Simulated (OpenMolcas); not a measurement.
Ne2+: effect of the IPEA shift

```
Program             : OpenMolcas 26.06
Basis               : ANO-RCC-VQZP [5s4p3d2f1g]
Scalar Hamiltonian  : DKH2, point nucleus
Active space        : 4 electrons in 9 orbitals (RAS2 2p; RAS3 3s 3d, at most 1 electron)
State averaging     : 2S+1 = 3 even, 3 roots; 2S+1 = 1 even, 6 roots; 2S+1 = 5 odd, 1 root; 2S+1 = 3 odd, 1 root (0 in the spin-orbit step)
Spin-orbit coupling : RASSI with atomic mean-field integrals over the reference wave functions, term energies averaged over their components
```

Methods on the same reference wave functions:
A. RASSCF
B. SS-RASPT2, IPEA 0.25 Eh, imaginary shift 0.1 Eh (closed shells correlated: 1s 2s)
C. SS-RASPT2, IPEA 0.5 Eh, imaginary shift 0.1 Eh (closed shells correlated: 1s 2s)

Energies in cm-1 above 2s2 2p4 3P2, the measured ground level; measured values from Moore, Atomic Energy Levels, vol. I, NSRDS-NBS 35 (1971 reprint of NBS Circular 467, 1949).

```csv
Level,A,B,C,Measured
2s2 2p4 3P2,0.0,0.0,0.0,0.0
2s2 2p4 3P1,603,604,604,650
2s2 2p4 3P0,891,890,890,927
2s2 2p4 1D2,27832,25920,25780,25841
2s2 2p4 1S0,68886,61010,61230,55747
```

Deviations, from unrounded energies. A percentage is the sum of absolute deviations over the sum of measured energies, with the sign that they share, or ± where signs differ.

```json
{"Against measurement": "mean absolute deviation (cm-1)", "Levels": "4", "A": "3800", "B": "1400", "C": "1400"}
{"Against measurement": "fine structure of the ground term (%)", "Levels": "2", "A": "-5.2", "B": "-5.3", "C": "-5.3"}
{"Against measurement": "other terms of the ground configuration (%)", "Levels": "2", "A": "+18.5", "B": "+6.5", "C": "±6.8"}
```

B, C lie about equally close to measurement and A furthest from it. The largest miss of B in the table is 2s2 2p4 1S0, by +5300 cm-1. The ranking rests on the paired levels alone, and a cruder setting can come out closer through cancelling errors.

Between B and C the level of the table that moves most is 2s2 2p4 1S0, by 220 cm-1 (lowest in B, highest in C). Moves below CASPT2's spread within the term are not significant.

The mean deviations of B to C differ by less than CASPT2's widest spread within a term (73 cm-1), so their order carries little weight.

From A to B the spin-free energies of the other terms of 2s2 2p4 shown, above 3P, scale by factors of 0.89 to 0.93.

The lowest spin-free term lies below A's lowest term by 0.171 hartree in B, 0.168 hartree in C.

CASPT2 does not keep the components of a term degenerate, so their means are used; among the terms shown or strongly mixed into the levels shown the widest spread is 73 cm-1 (2s2 2p4 1D, C). With the s shell closed, the reference lacks s² → p² mixing. Measured partners are found by configuration, term and J. A level has none where our copy of the source lacks it or the pairing is in doubt (some pairs that miss far off the trend of their configuration count as doubtful), and it then counts in no deviation. Levels of configurations outside the active space are missing. The table leaves out levels that lie high or whose names do not pair safely across all columns.
